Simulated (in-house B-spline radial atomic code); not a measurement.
# RPA correlation on HSE06: Mo+

Configuration [Kr] 4d5, highest spin, mean-field start HSE06. Computed with an all-electron radial atomic-structure program (B-spline basis): all electrons, non-relativistic, point nucleus, each spin shell either full or empty, empty states to l = 9 with an (l + 1/2)⁻⁴ tail; G0W0 by contour deformation at full frequency.

Without relativity these are model numbers: it shifts the levels of so heavy an element strongly and can reorder them.

The highest G0W0 level has too low a weight to be given.

Command:
```bash
python run_gw.py task.json out
```
Settings (radii: box in bohr, nucleus in fm):
```
Z                        42
electrons                41
configuration            [Kr] 4d5
hamiltonian              nr
method                   hse06
lmax                     9
spin_polarised           True
box_radius               23.78
intervals                54
```

Cost of the run: 3.7 s on 1 thread of AMD EPYC 7R43 64-Core Processor, on a shared host.

Energies (hartree):

| term | value |
| --- | --- |
| mean-field total | -3976.94840 |
| Hartree-Fock functional on these orbitals | -3975.32321 |
| direct second order | -3.3526 |
| second-order exchange | 0.97718 |
| SOSEX correction | 0.90588 |

(1) What is the RPA correlation energy, and what remains with SOSEX?

Answers

(1) RPA gives -2.9504 hartree (-1.96 eV per electron); RPA + SOSEX gives -2.0445, and the second-order doubles -2.3754 hartree (no singles). SOSEX takes back 31 % of the RPA value.
